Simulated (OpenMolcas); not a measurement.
V2+, Nb2+, Ta2+: d³ down the group

```yaml
Program: OpenMolcas
Method: CASSCF
Basis: ANO-RCC-VTZP
Scalar_Hamiltonian: DKH2, point nucleus
Spin-orbit_coupling: RASSI with atomic mean-field integrals over the reference wave functions, term energies averaged over their components
```

Active space for each ion: 3 electrons in 6 orbitals (d s).

Computed levels in cm-1 above ⁴F_3/2:

| Level | V2+ | Nb2+ | Ta2+ |
| --- | --- | --- | --- |
| ⁴F_5/2 | 161 | 523 | 2569 |
| ⁴F_7/2 | 383 | 1206 | 5120 |
| ⁴F_9/2 | 662 | 2010 | 7368 |
| ⁴P_1/2 | 15320 | 11312 | 15266 |
| ²G_7/2 | 15486 | 11853 | 13584 |
| ⁴P_5/2 | 15579 | 12230 | 16961 |
| ²P_1/2 | 20477 | 13784 | 9844 |
| ²H_9/2 | 20580 | 16144 | 21058 |
| ²H_11/2 | 20768 | 16527 | 21100 |
| weight of ⁴F in the lowest level (%) | 100 | 99 | 89 |

Mixed levels, with the weight of the term that names them: Ta2+ ²H_9/2 (62 %).

Measured, with the error of the calculation in %. Measured levels: V2+ from Sugar and Corliss, J. Phys. Chem. Ref. Data 7, 1191 (1978); Nb2+ from the list in Shadmi, J. Res. Natl. Bur. Stand. 70A, 435 (1966).

```tsv
Level	V2+	Nb2+
⁴F_5/2	146 (+10.7)	516 (+1.5)
⁴F_7/2	342 (+12.1)	1177 (+2.5)
⁴F_9/2	584 (+13.4)	1939 (+3.7)
⁴P_1/2	11514 (+33.1)	8664 (+30.6)
²G_7/2	11966 (+29.4)	9236 (+28.3)
⁴P_5/2	11770 (+32.4)	9594 (+27.5)
²P_1/2	15580 (+31.4)	
²H_9/2	16811 (+22.4)	12916 (+25.0)
²H_11/2	16978 (+22.3)	13264 (+24.6)
```

The fine-structure level ⁴F_9/2 changes by a factor of 11.1 from V2+ to Ta2+.

Without spin-orbit coupling ⁴P lies 15104, 10768, 10320 cm-1 above ⁴F in that order; the difference to the level ⁴P_1/2, of either sign, comes from spin-orbit coupling, which also lowers the zero.

Without dynamic correlation excited terms often stand tens of per cent too high (terms of higher spin than the ground term too low), and those without a measured partner can miss by more than the paired ones. Terms from blocks run as CI alone lack orbitals of their own. Configurations are named by rounded mean occupations; where the s occupation lies near a half they are strongly mixed, a name can repeat and a true partner stay unpaired (holds for Nb2+; Ta2+). Computed and measured levels are paired by configuration, term and J; levels that our copy of the source lacks, or whose pairing is in doubt (as where it misses far off the trend of its configuration), stay unpaired and out of the deviations. Only configurations of the active space appear.
